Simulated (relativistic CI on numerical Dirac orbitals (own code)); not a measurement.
## Co⁴⁺ in a cubic cluster: 1s photoemission with charge transfer

Computed with a charge-transfer multiplet model of a cubic metal-ligand cluster with up to 3 ligand holes, Slater and spin-orbit integrals from Dirac-Coulomb-Breit ions, Slater integrals scaled by 0.9. The parameters are those of a tetrahedral site (10Dq negative, t2 hopping the larger). The ground state mixes d5 with configurations of k ligand holes L, whose averages lie at kΔ + k(k − 1)U_dd/2; a core hole lowers each added d electron by U_cd. 300 K, Lorentzian 1.1 eV and Gaussian 0.6 eV FWHM.

Atomic integrals in eV (Slater integrals scaled, ζ unscaled), ground: F2dd 12.224, F4dd 7.677, zeta_d 0.080; with the core hole: F2dd 13.651, F4dd 8.604, zeta_d 0.111, G2cd 0.082.

Cluster parameters (eV): U_dd = 6.9, U_cd = 8.6, 10Dq = -0.2, 10Dq(ligand) = 0, V(eg) = 1.5, V(t2g) = -2.55, final-state hopping factor = 1.

| Case | n_d | d5 | d6L | d7L2 | d8L3 | S |
| --- | --- | --- | --- | --- | --- | --- |
| Δ = -2.6 eV | 5.83 | 0.32 | 0.53 | 0.14 | 0.01 | 2.50 |
| Δ = -1.6 eV | 5.72 | 0.39 | 0.50 | 0.10 | 0.01 | 2.50 |
| Δ = -0.6 eV | 5.62 | 0.46 | 0.46 | 0.08 | 0.00 | 2.50 |

Weights, n_d and S are thermal averages at 300 K. Binding energies count from the first peak over 30 % of the highest in each spectrum, which can be another peak from case to case. The parameters are a model scan and need not match a compound or its usual spin state. Peaks in eV (height, largest 100):
- Δ = -2.6 eV: 0.0 (100), 9.4 (39), 17.5 (6)
- Δ = -1.6 eV: 0.0 (100), 8.7 (32), 9.2 (32), 17.5 (7)
- Δ = -0.6 eV: 0.0 (100), 8.4 (37), 15.9 (9)

Curve for Δ = -0.6 eV (points under 2 left out, the grid thinned):

| E (eV) | Intensity |
| --- | --- |
| -3.3 | 3.4 |
| -2.9 | 4.4 |
| -2.4 | 6.3 |
| -1.9 | 9.9 |
| -1.5 | 15.6 |
| -1.1 | 27.1 |
| -0.6 | 60.5 |
| -0.1 | 99.2 |
| 0.3 | 83.8 |
| 0.7 | 48.0 |
| 1.2 | 22.3 |
| 1.7 | 12.6 |
| 2.1 | 9.5 |
| 2.5 | 8.5 |
| 3.0 | 7.5 |
| 3.5 | 5.3 |
| 3.9 | 4.1 |
| 4.3 | 3.4 |
| 4.8 | 3.1 |
| 5.3 | 3.1 |
| 5.7 | 3.4 |
| 6.1 | 4.0 |
| 6.6 | 5.6 |
| 7.1 | 9.3 |
| 7.5 | 15.6 |
| 7.9 | 26.8 |
| 8.4 | 37.4 |
| 8.9 | 30.8 |
| 9.3 | 24.5 |
| 9.7 | 20.7 |
| 10.2 | 13.8 |
| 10.7 | 7.3 |
| 11.1 | 4.7 |
| 11.5 | 3.3 |
| 12.0 | 2.4 |
| 14.2 | 2.0 |
| 14.6 | 2.6 |
| 15.0 | 4.0 |
| 15.5 | 7.4 |
| 16.0 | 9.3 |
| 16.4 | 7.7 |
| 16.8 | 5.7 |
| 17.3 | 4.4 |
| 17.8 | 3.2 |
| 18.2 | 2.2 |

For the case Δ = -0.6 eV, Δ = -0.6 eV is smaller than U_dd = 6.9 eV, the charge-transfer side of the Zaanen-Sawatzky-Allen scheme (negative Δ: between configuration averages a ligand hole costs less than the nominal valence; multiplet and field energies can change this for the lowest states). With the core hole the configuration with one ligand hole lies at Δ − U_cd = -11.2, -10.2, -9.2 eV from the one without, in the order of the table; where this is negative the screened configuration lies lower.
